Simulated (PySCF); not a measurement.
C4H3N2, SMILES [c]1cncnc1, multiplicity 2.

Geometry optimised at PBE-D3(BJ)/def2-SVP. The isomer is the one that the SMILES or the coordinates give; other isomers of the formula were not compared.

Calculation: PBE-D3(BJ)/def2-SVP (PySCF).

Harmonic, unscaled wavenumbers; measured fundamentals usually lie a few per cent lower.

| mode | ν (cm⁻¹) | IR (km/mol) | moving atoms (share of kinetic energy) |
|---|---|---|---|
| 1 | 355 | 0.0 | C 64 %, H 24 %, N 11 % |
| 2 | 376 | 0.0 | N 52 %, C 29 %, H 19 % |
| 3 | 520 | 36.1 | N 51 %, C 45 % |
| 4 | 672 | 12.8 | C 73 %, N 23 % |
| 5 | 688 | 29.7 | H 42 %, N 29 %, C 29 % |
| 6 | 859 | 4.1 | H 55 %, C 40 % |
| 7 | 933 | 0.0 | H 70 %, C 29 % |
| 8 | 953 | 0.0 | H 63 %, C 34 % |
| 9 | 962 | 7.6 | N 69 %, C 30 % |
| 10 | 1058 | 5.4 | C 74 %, H 24 % |
| 11 | 1104 | 0.7 | C 61 %, H 35 % |
| 12 | 1150 | 8.1 | H 43 %, C 38 %, N 19 % |
| 13 | 1268 | 2.1 | C 47 %, H 33 %, N 20 % |
| 14 | 1292 | 0.0 | H 63 %, C 21 %, N 16 % |
| 15 | 1376 | 24.2 | H 43 %, N 32 %, C 25 % |
| 16 | 1396 | 6.6 | H 45 %, C 44 %, N 11 % |
| 17 | 1481 | 23.9 | C 60 %, N 35 % |
| 18 | 1568 | 59.7 | C 81 %, N 15 % |
| 19 | 3083 | 9.7 | H 92 %, C 8 % |
| 20 | 3091 | 10.9 | H 92 %, C 8 % |
| 21 | 3094 | 1.2 | H 91 %, C 9 % |
